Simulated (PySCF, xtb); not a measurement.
C₃H₅BO₂, SMILES C=CB(O)C=O. One conformer was computed; it need not be the lowest.

Harmonic wavenumbers (cm⁻¹) from GFN2-xTB run with xtb at its own minimum, in rising order: 49, 109, 140, 204, 322, 374, 541, 568, 721, 754, 846, 928, 935, 1021, 1038, 1130, 1300, 1341, 1372, 1407, 1650, 1720, 2718, 3032, 3082, 3118, 3485.

Task: What does B3LYP-D3(BJ)/def2-SVP (PySCF) give at its own minimum? (The exact figures need the calculation; the answer reports its results.)

Result: 68, 162, 167, 252, 391, 399, 596, 612, 773, 787, 963, 982, 1019, 1030, 1050, 1228, 1312, 1393, 1418, 1470, 1679, 1774, 2863, 3119, 3130, 3217, 3662. Paired by order, the mean absolute difference is 60 cm⁻¹ and the zero-point energies are 48.5 and 50.8 kcal/mol.
